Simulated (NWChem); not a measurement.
Species: CH5NOSi2; SMILES O[Si@H]1N=C[SiH2]1

```xyz
10

O     -0.4850    -2.0763    -0.5235
Si     0.0007    -0.8101     0.4385
N      1.4975     0.0510    -0.0791
C      1.0691     1.2575    -0.2623
Si    -0.8507     1.3162    -0.0340
H     -0.0751    -2.9379    -0.3587
H      0.1794    -1.2883     1.8409
H      1.7811     2.0564    -0.5168
H     -1.6006     1.5381    -1.3031
H     -1.4012     2.2539     0.9898
```
Atoms are numbered in this order, from 1.

Results from NWChem. Medium grid unless said otherwise, to which SCAN and Minnesota functionals are sensitive. Coordinates come from a B3LYP/6-31G* (spherical d) optimisation. Hybrids' shares of exact exchange are those that their runs print; pure functionals count as 0. The functionals differ in more than this share.

```csv
row,share of exact exchange,highest occupied level (eV)
PBE/def2-TZVP,0.00,-5.47
BLYP/def2-TZVP,0.00,-5.36
TPSSh/def2-TZVP,0.10,-6.07
B3LYP/def2-TZVP,0.20,withheld
M06-2X/def2-TZVP,0.54,-8.01
```

Fit a straight line of the last column on the one before it, predict the withheld value, and compare with the run.


1. Means of the 4 shown rows: x = 0.160, y = -6.227. Slope Σ(x − x̄)(y − ȳ)/Σ(x − x̄)² = -0.9468/0.1992 = -4.753; intercept -5.467.
2. The shown rows scatter about the line by 0.084 (root mean square); the largest residual is -0.13, at TPSSh/def2-TZVP.
3. At x = 0.20 (B3LYP/def2-TZVP; inside the shown range) the line gives -6.42.
4. The run gives -6.57, -0.15 from the line, 1.8 times the scatter.
